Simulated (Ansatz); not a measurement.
`F[Si](F)(F)[SnH3]` + CH₃OH → `CO[Si](F)(F)F` + `[SnH4]` at 700 K and 1 bar (cleavage of the Si–Sn bond).

Computed with Ansatz on PBE0-D4/def2-TZVP structures; ΔE is electronic, products minus reactants. CBS: MP2 limit from def2 TZ/QZ plus the TZ coupled-cluster correction, frozen cores. This one scheme is used for every species. def2 core potentials past Kr. For Sn outer-core shells are correlated without core-valence functions, which leaves a few kJ/mol of doubt a bond. Each species was taken in one conformer, which may not be the lowest.

| species | CCSD(T)/CBS energy (Eh) | H − E (kJ/mol) | S (J/(mol·K)) |
| --- | --- | --- | --- |
| `F[Si](F)(F)[SnH3]` | -804.48109 | 156.7 | 483.2 |
| CH₃OH | -115.61712 | 170.8 | 288.5 |
| `CO[Si](F)(F)F` | -703.74509 | 211.8 | 468.5 |
| `[SnH4]` | -216.39156 | 106.0 | 282.9 |

H − E and S are ideal-gas, rigid-rotor, harmonic terms from PBE0-D4/def2-TZVP, for one conformer and one mirror image of each species. 1 Eh = 2625.50 kJ/mol, R = 8.31446 J/(mol·K).

Question: By hand: ΔE, ΔH, ΔS and ΔG.

Answer: ΔE = (-703.74509) + (-216.39156) − (-804.48109) − (-115.61712) = -0.03844 Eh = -100.9 kJ/mol. Δ(H − E) = 211.8 + 106.0 − 156.7 − 170.8 = -9.7, so ΔH = -110.6 kJ/mol. ΔS = 468.5 + 282.9 − 483.2 − 288.5 = -20.3 J/(mol·K). ΔG = -110.6 − 700 × (-20.3)/1000 = -96.4 kJ/mol.

Question: By hand: the equilibrium constant, and the temperature at which ΔG would vanish if ΔH and ΔS stayed fixed.

Answer: log₁₀ K = −ΔG/(RT ln 10) = 7.2. ΔG = 0 at ΔH/ΔS = 5448 K, far beyond where these terms or the molecules hold.

ΔH outweighs TΔS. A doubt of 5 kJ/mol in ΔE shifts log₁₀ K by 0.4 here. Other conformers and mirror images would add mixing entropy, several J/(mol·K) or more a flexible species. Modes under 60 cm⁻¹, often nearly free rotors, make the harmonic entropy too high. These are equilibria of isolated gas molecules and say nothing of rates. Largest T1 diagnostic: 0.013 (customary marks: 0.02 for closed shells, 0.045 for open ones).
